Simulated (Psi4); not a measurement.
C$_{3}$H$_{3}$, doublet (typed; the unrestricted solution is spin-contaminated), geometry from GFN2-xTB; MP2/def2-SVP in Psi4.

Here is a job for Psi4.
```
memory 2 GB

molecule {
0 2
  C     0.00175930   -0.00079138    0.33446282
  C     0.00804284   -0.00361788    1.52903105
  C    -0.00590540    0.00265640   -1.12268107
  H     0.03996787    1.03022063   -1.47944750
  H     0.85747672   -0.55120368   -1.48748952
  H    -0.92082503   -0.46849982   -1.47793980
}

set basis def2-svp
set reference uhf

energy('mp2')
print_variables()
```

The log (banner, timings and long lists left out):

```
    SCF Algorithm Type (re)set to DF.

   => Loading Basis Set <=

    Name: DEF2-SVP
    Role: ORBITAL
    Keyword: BASIS

         ---------------------------------------------------------
                                   SCF
               by Justin Turney, Rob Parrish, Andy Simmonett
                          and Daniel G. A. Smith
                              UHF Reference
         ---------------------------------------------------------

  ==> Geometry <==

    Molecular point group: c1
    Full point group: C1

    Geometry (in Angstrom), charge = 0, multiplicity = 2:

       Center              X                  Y                   Z               Mass
    ------------   -----------------  -----------------  -----------------  -----------------
         C            0.001164850448    -0.000523979593     0.221451473248    12.000000000000
         C            0.007448390448    -0.003350479593     1.416019703248    12.000000000000
         C           -0.006499849552     0.002923800407    -1.235692416752    12.000000000000
         H            0.039373420448     1.030488030407    -1.592458846752     1.007825032230
         H            0.856882270448    -0.550936279593    -1.600500866752     1.007825032230
         H           -0.921419479552    -0.468232419593    -1.590951146752     1.007825032230

  Running in c1 symmetry.

  Rotational constants: A =      5.27776  B =      0.32257  C =      0.32257 [cm^-1]
  Rotational constants: A = 158223.25630  B =   9670.45916  C =   9670.45916 [MHz]
  Nuclear repulsion =   53.404329679077385

  Charge       = 0
  Multiplicity = 2
  Electrons    = 21
  Nalpha       = 11
  Nbeta        = 10

  ==> Algorithm <==

  SCF Algorithm Type is DF.
  DIIS enabled.
  MOM disabled.
  Fractional occupation disabled.
  Guess Type is SAD.
  Energy threshold   = 1.00e-08
  Density threshold  = 1.00e-08
  Integral threshold = 1.00e-12

  ==> Primary Basis <==

  Basis Set: DEF2-SVP
    Blend: DEF2-SVP
    Number of shells: 27
    Number of basis functions: 57
    Number of Cartesian functions: 60
    Spherical Harmonics?: true
    Max angular momentum: 2

   => Loading Basis Set <=

    Name: (DEF2-SVP AUX)
    Role: JKFIT
    Keyword: DF_BASIS_SCF

  ==> Integral Setup <==

  SCF_SUBTYPE=INCORE selected. In-core MEM_DF algorithm will be used.
  Using in-core AOs.

  ==> MemDFJK: Density-Fitted J/K Matrices <==

    J tasked:                   Yes
    K tasked:                   Yes
    wK tasked:                   No
[...]
  @DF-UHF Final Energy:  -115.11010048056556
    Total Energy =                       -115.1101004805655634
[...]
 Magnitude           :                                                    0.5299652

 ------------------------------------------------------------------------------------

  //>>>>>>>>>>>>>>>>>>>>>>>>>>>>>>>>>>>//
  //               DFMP2               //
  //<<<<<<<<<<<<<<<<<<<<<<<<<<<<<<<<<<<//

   => Loading Basis Set <=

    Name: (DEF2-SVP AUX)
    Role: RIFIT
    Keyword: DF_BASIS_MP2

	 --------------------------------------------------------
	                          DF-MP2
	      2nd-Order Density-Fitted Moller-Plesset Theory

	        Rob Parrish, Justin Turney, Andy Simmonett,
	           Ed Hohenstein, and C. David Sherrill
	 --------------------------------------------------------

	 --------------------------------------------------------
	                 NBF =    57, NAUX =   186
	 --------------------------------------------------------
	   CLASS    FOCC     OCC    AOCC    AVIR     VIR    FVIR
	   ALPHA       0      11      11      46      46       0
	    BETA       0      10      10      47      47       0
	 --------------------------------------------------------

	-----------------------------------------------------------
	 ==================> DF-MP2 Energies <====================
	-----------------------------------------------------------
	 Reference Energy          =    -115.1101004805655634 [Eh]
	 Singles Energy            =      -0.0000000000000000 [Eh]
	 Same-Spin Energy          =      -0.0877225181481932 [Eh]
	 Opposite-Spin Energy      =      -0.2595604246348082 [Eh]
	 Correlation Energy        =      -0.3472829427830014 [Eh]
	 Total Energy              =    -115.4573834233485599 [Eh]
	-----------------------------------------------------------
	 ================> DF-SCS-MP2 Energies <==================
	-----------------------------------------------------------
	 SCS Same-Spin Scale       =       0.3333333333333333 [-]
	 SCS Opposite-Spin Scale   =       1.2000000000000000 [-]
	 SCS Same-Spin Energy      =      -0.0292408393827311 [Eh]
	 SCS Opposite-Spin Energy  =      -0.3114725095617699 [Eh]
	 SCS Correlation Energy    =      -0.3407133489445009 [Eh]
	 SCS Total Energy          =    -115.4508138295100679 [Eh]
	-----------------------------------------------------------

  Variable Map:
  ----------------------------------------------------------------------------
[...]
  Array Variable Map:
  ----------------------------------------------------------------------------
[...]
[...]
```
